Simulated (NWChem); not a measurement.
The numbers come from NWChem runs, not from measurements. System: H$_{3}$BN, charge 0, spin multiplicity 2, at a geometry optimised with UPBE0/def2-SVP. The structure started from a generated list of species. Its SCF solution wasn't tested for a lower state. Level: ROCCSD(T)/3-21G, 2 core orbitals frozen.

NWChem printed:

```
             Northwest Computational Chemistry Package (NWChem) 7.3.0
             --------------------------------------------------------

                                NWChem Input Module
                                -------------------

 Scaling coordinates for geometry "geometry" by  1.889725989
 (inverse scale =  0.529177249)

 Turning off AUTOSYM since
 SYMMETRY directive was detected!

                             Geometry "geometry" -> ""
                             -------------------------

 Output coordinates in angstroms (scale by  1.889725989 to convert to a.u.)

  No.       Tag          Charge          X              Y              Z
 ---- ---------------- ---------- -------------- -------------- --------------
    1 B                    5.0000    -0.78188400     0.35144500     0.00000000
    2 N                    7.0000     0.51414400    -0.11508600     0.00000000
    3 H                    1.0000    -1.77111200    -0.34248200     0.00000000
    4 H                    1.0000     0.75721900    -1.10253400     0.00000000
    5 H                    1.0000     1.32430500     0.49339300     0.00000000

 Effective nuclear repulsion energy (a.u.)      27.7282369953

            Nuclear Dipole moment (a.u.)
            ----------------------------
        X                 Y               Z
 ---------------- ---------------- ----------------
    -0.0000000000     0.0000000000     0.0000000000

      Symmetry information
      --------------------

 Group name             Cs
 Group number              2
 Group order               2
 No. of unique centers     5

      Symmetry unique atoms

     1    2    3    4    5


 Summary of "ao basis" -> "" (spherical)
 ------------------------------------------------------------------------------
       Tag                 Description            Shells   Functions and Types
 ---------------- ------------------------------  ------  ---------------------
 *                           3-21g                    on all atoms

 Summary of "ao basis" -> "ao basis" (spherical)
 ------------------------------------------------------------------------------
       Tag                 Description            Shells   Functions and Types
 ---------------- ------------------------------  ------  ---------------------
 B                           3-21g                   5        9   3s2p
 N                           3-21g                   5        9   3s2p
 H                           3-21g                   2        2   2s
[...]
             Beta orbitals :    24
        Alpha frozen cores :     2
         Beta frozen cores :     2
     Alpha frozen virtuals :     0
      Beta frozen virtuals :     0
         Spin multiplicity : doublet
    Number of AO functions :    24
       Number of AO shells :    16
        Use of symmetry is : on
      Symmetry adaption is : on
         Schwarz screening : 0.10D-09

          Correlation Information
          -----------------------
          Calculation type : Coupled-cluster singles & doubles w/ perturbation
   Perturbative correction : (T)
            Max iterations :      100
        Residual threshold : 0.10D-05
     T(0) DIIS level shift : 0.00D+00
     L(0) DIIS level shift : 0.00D+00
     T(1) DIIS level shift : 0.00D+00
     L(1) DIIS level shift : 0.00D+00
     T(R) DIIS level shift : 0.00D+00
     T(I) DIIS level shift : 0.00D+00
   CC-T/L Amplitude update :  5-th order DIIS
                I/O scheme : Global Array Library
        L-threshold :  0.10D-05
        EOM-threshold :  0.10D-05
 no EOMCCSD initial starts read in
 TCE RESTART OPTIONS
 SLICE:      F
 D4D5:       F
 quantumc:   F
 qrotation:  F
 pwtce:      F
 qducc:      F
 nacto:                         0
 nrotv:                         0
 nrot:                          0

            Memory Information
            ------------------
          Available GA space size is     249035648 doubles
          Available MA space size is     104856012 doubles

 Maximum block size supplied by input
 Maximum block size        24 doubles

 tile_dim =     13

 -------------------------------------------------
   1    alpha     a'     4 doubles       0       1
   2    alpha     a'     1 doubles       4       2
   3    alpha     a"     1 doubles       5       3
   4    beta      a'     4 doubles       6       4
   5    beta      a"     1 doubles      10       5
   6    alpha     a'    13 doubles      11       6
   7    alpha     a"     3 doubles      24       7
   8    beta      a'     1 doubles      27       8
   9    beta      a'    13 doubles      28       9
  10    beta      a"     3 doubles      41      10

 Global array virtual files algorithm will be used

 Parallel file system coherency ......... OK

 4-electron integrals stored in orbital form

 v2    file size   =            55333
 4-index algorithm nr.  13 is used
 imaxsize =       30
 imaxsize ichop =        0


CCSD iterations
 ---------------------------------------------------------
 Iter          Residuum       Correlation     Cpu    Wall
 ---------------------------------------------------------
    1   0.1093862253071  -0.1509030673710     0.0     0.0
    2   0.0374345908187  -0.1617261537908     0.0     0.0
    3   0.0159762435911  -0.1660564971544     0.0     0.0
    4   0.0076263779962  -0.1675720570339     0.0     0.0
    5   0.0039401397618  -0.1682579239179     0.0     0.0
    6   0.0010048549473  -0.1688086205274     0.0     0.0
    7   0.0004831598176  -0.1688811444524     0.0     0.0
    8   0.0002817342133  -0.1688955313827     0.0     0.0
    9   0.0001743356348  -0.1689014203218     0.0     0.0
   10   0.0001096440408  -0.1689083723931     0.0     0.0
   11   0.0000257381984  -0.1689169206850     0.0     0.0
   12   0.0000118543595  -0.1689182074887     0.0     0.0
   13   0.0000070127448  -0.1689185974855     0.0     0.0
   14   0.0000043447769  -0.1689186434919     0.0     0.0
   15   0.0000027743804  -0.1689186558189     0.0     0.0
   16   0.0000006351741  -0.1689185949888     0.0     0.0
 -----------------------------------------------------------------
 Iterations converged
 CCSD correlation energy / hartree =        -0.168918594988848
 CCSD total energy / hartree       =       -80.573854124060944

 Singles contributions

 Doubles contributions
 CCSD(T)
 Using plain CCSD(T) code
             total no. of tasks          148
 total no. of tasks / no. procs          148
                         wl_min            3           1.2
                         wl_max       140608           7.2
        thresh for no. of tasks          148

 CCSD[T]  correction energy / hartree =        -0.004857669318299
 CCSD[T] correlation energy / hartree =        -0.173776264307147
 CCSD[T] total energy / hartree       =       -80.578711793379242
 CCSD(T)  correction energy / hartree =        -0.004317093454678
 CCSD(T) correlation energy / hartree =        -0.173235688443526
 CCSD(T) total energy / hartree       =       -80.578171217515617

 Task  times  cpu:        1.0s     wall:        1.0s

 Total times  cpu:        1.0s     wall:        1.0s
```

Task: Write an NWChem input that would produce this output.

Result: Several could match; the one computed here: 
```
start mol
memory heap 100 mb stack 700 mb global 1900 mb
geometry units angstroms nocenter noautoz
  B     -0.781884     0.351445     0.000000
  N      0.514144    -0.115086     0.000000
  H     -1.771112    -0.342482     0.000000
  H      0.757219    -1.102534     0.000000
  H      1.324305     0.493393     0.000000
  symmetry group Cs
end
basis spherical
  * library 3-21g
end
scf
  rohf
  nopen 1
  maxiter 100
  thresh 1e-7
  semidirect memsize 60000000 filesize 0
  # guess.movecs holds the orbitals of an unrestricted PBE0 run
  vectors input guess.movecs output mol.movecs
end
tce
  freeze core 2
  ccsd(t)
  2eorb
  2emet 13
  thresh 1e-6
  maxiter 100
  tilesize 24
end
task tce energy
```
